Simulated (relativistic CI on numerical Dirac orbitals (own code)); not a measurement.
## Ti XX: computed level list

Computed by Dirac-Coulomb-Breit CI, orbitals from a KLI potential per configuration, model QED (radiative potential, 1s self-energy scaled to tabulated hydrogen-like ionisation energies), unscaled Slater integrals (own radial code, finite nucleus).

Configurations in the expansion (outside the closed core 1s2): 2s, 2p, 3s, 3p, 3d, 4s, 4p, 4d, 4f, 5s, 5p, 5d, 5f, 5g, 6s, 6p, 6d. Levels of other configurations are missing.

The lowest level is 2s ²S1/2, with 100 % of that term; Hund's rules for 2s give ²S with J = 1/2, in agreement.

```tsv
No.	Configuration	Term	J	E (eV)	%	Landé g	Lifetime (s)
1	2s	²S	1/2	0.00	100	1.999	
2	2p	²P°	1/2	40.26	100	0.662	6.73e-10
3	2p	²P°	3/2	47.94	100	1.331	3.94e-10
4	3s	²S	1/2	801.54	100	2.001	7.36e-13
5	3p	²P°	1/2	812.70	100	0.664	2.80e-13
6	3p	²P°	3/2	814.97	100	1.333	2.87e-13
7	3d	²D	3/2	819.13	100	0.798	9.41e-14
8	3d	²D	5/2	819.84	100	1.199	9.49e-14
9	4s	²S	1/2	1076.98	100	2.001	1.08e-12
10	4p	²P°	1/2	1081.58	100	0.665	4.72e-13
11	4p	²P°	3/2	1082.54	100	1.333	4.82e-13
12	4d	²D	3/2	1084.26	100	0.799	2.18e-13
13	4d	²D	5/2	1084.56	100	1.200	2.20e-13
14	4f	²F°	5/2	1084.65	100	0.856	4.51e-13
15	4f	²F°	7/2	1084.80	100	1.143	4.52e-13
16	5s	²S	1/2	1203.30	100	2.002	1.70e-12
17	5p	²P°	1/2	1205.63	100	0.665	7.97e-13
18	5p	²P°	3/2	1206.11	100	1.334	8.14e-13
19	5d	²D	3/2	1206.99	100	0.799	4.17e-13
20	5d	²D	5/2	1207.15	100	1.200	4.21e-13
21	5f	²F°	5/2	1207.20	100	0.856	8.71e-13
22	5f	²F°	7/2	1207.27	100	1.143	8.74e-13
23	5g	²G	7/2	1207.27	100	0.888	1.47e-12
24	5g	²G	9/2	1207.32	100	1.111	1.47e-12
25	6s	²S	1/2	1271.53	100	2.002	2.55e-12
26	6p	²P°	1/2	1272.86	100	0.665	1.27e-12
27	6p	²P°	3/2	1273.15	100	1.334	1.29e-12
28	6d	²D	3/2	1273.65	100	0.799	7.07e-13
29	6d	²D	5/2	1273.74	100	1.200	7.16e-13
```

Energies count from the lowest computed level; ° marks odd parity; lifetimes are radiative, by E1, M1, E2, M2 decay to levels of this space only.

The mean weight of the leading LS term, summed over parents, in these 29 levels is 100 %, and that of the leading jj configuration (from the same eigenvectors) 100 %.

At this charge energies of transitions that change n are usually good to better than 1 %, and those within a shell (Δn = 0) to a few per cent.
